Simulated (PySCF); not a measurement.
1-bromo-1,1-difluoroethane (C2H3BrF2), SMILES FC(F)(C)Br. Geometry optimised at PBE-D3(BJ)/def2-SVP.

These are PBE-D3(BJ)/def2-SVP in PySCF values and carry that method's errors.

Harmonic wavenumbers (cm⁻¹): 247, 263, 291, 305, 401, 523, 624, 876, 943, 1074, 1194, 1211, 1348, 1396, 1401, 2997, 3100, 3126. Rotational constants (GHz): 5.168, 2.011, 1.978; symmetry number 1.

Question: Work out the zero-point energy and the ideal-gas rigid-rotor harmonic-oscillator thermochemistry at 298.15 K and 1 atm.

Answer: ZPE = ½ Σ hcν = ½ × 21319 cm⁻¹ = 127.52 kJ/mol. H − E(el) = 144.41 kJ/mol. Entropy in J/(mol K): translation 170.81, rotation 113.59, vibration 36.42, total 320.82. G − E(el) = 48.76 kJ/mol. Cp = 85.72 J/(mol K).
